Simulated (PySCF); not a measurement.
Match each property card to its molecule.

Structures:
1. `[H]/N=C(/C)C#N`
2. `CC(=S)C(F)(F)F`
3. `C[C@H]1C=C1Cl`

Card P (geometry PBE0-D3(BJ)/def2-SVP):
* Rotational constants A, B, C: 9.866, 4.173, 2.987 GHz
* Static isotropic polarisability (wB97X-D/def2-SVPD): 48.2 au
* Strongest line among the 10 lowest singlet transitions (TDDFT wB97X-D/def2-SVPD): S3 at 6.75 eV (184 nm, f = 0.134)
* Lowest triplet excitation (Tamm–Dancoff) (TDA wB97X-D/def2-SVPD): 4.14 eV
* Dipole moment (wB97X-D/def2-SVPD): 2.02 D
* Vertical ionisation energy (ΔSCF wB97X-D/def2-SVPD): 11.10 eV

Card Q (geometry PBE0-D3(BJ)/def2-SVP):
- Rotational constants A, B, C: 3.126, 1.830, 1.460 GHz
- Static isotropic polarisability (wB97X-D/def2-SVPD): 59.6 au
- Strongest line among the 6 lowest singlet transitions (TDDFT wB97X-D/def2-SVPD): S2 at 5.97 eV (208 nm, f = 0.264)
- Lowest singlet excitation (TDDFT wB97X-D/def2-SVPD): 2.35 eV (527 nm, f = 0.000)
- Dipole moment (wB97X-D/def2-SVPD): 2.22 D
- HOMO energy (wB97X-D/def2-SVPD): -9.08 eV

Card R (geometry PBE0-D3(BJ)/def2-SVP):
- Rotational constants A, B, C: 9.414, 2.386, 2.037 GHz
- Static isotropic polarisability (wB97X-D/def2-SVPD): 60.6 au
- 13C chemical shifts (computed TMS as zero) by class (GIAO PBE0/pcSseg-1): 139.5 (1 C), 114.9 (1 C), 26.4 (1 C), 23.7 (1 C) ppm
- Point group: C1
- Isotropic shieldings of nuclei other than C and H, by class (GIAO PBE0/pcSseg-1): 770 (1 Cl) ppm
- Dipole moment (wB97X-D/def2-SVPD): 1.23 D

All species are isolated and taken at one optimised geometry, non-relativistic unless stated. Electronic properties by PySCF. NMR classes are plain means over equivalent atoms (diastereotopic ones count apart unless rotation or inversion swaps them), as if these changed places fast.

Question: Which card belongs to which structure?

Answer: P = 1, Q = 2, R = 3. What ties each card to its structure:
- 1 (card P), C3H4N2, monoisotopic mass 68.0 u, 5 heavy atoms: an asymmetric top with C = 2.987 GHz, the highest such constant on the cards; polarisability 48.2 au for 36 electrons, the smallest shown; dipole 2.02 D.
- 2 (card Q), C3H3F3S, monoisotopic mass 128.0 u, 7 heavy atoms: an asymmetric top with C = 1.460 GHz, the lowest such constant on the cards; polarisability 59.6 au for 64 electrons; dipole 2.22 D.
- 3 (card R), C4H5Cl, monoisotopic mass 88.0 u, 5 heavy atoms: 4 C in 4 classes; point group C1; the least shielded carbon (139.5 ppm) is a vinylic C–Cl carbon; an asymmetric top with C = 2.037 GHz; polarisability 60.6 au for 46 electrons, the largest shown; dipole 1.23 D.
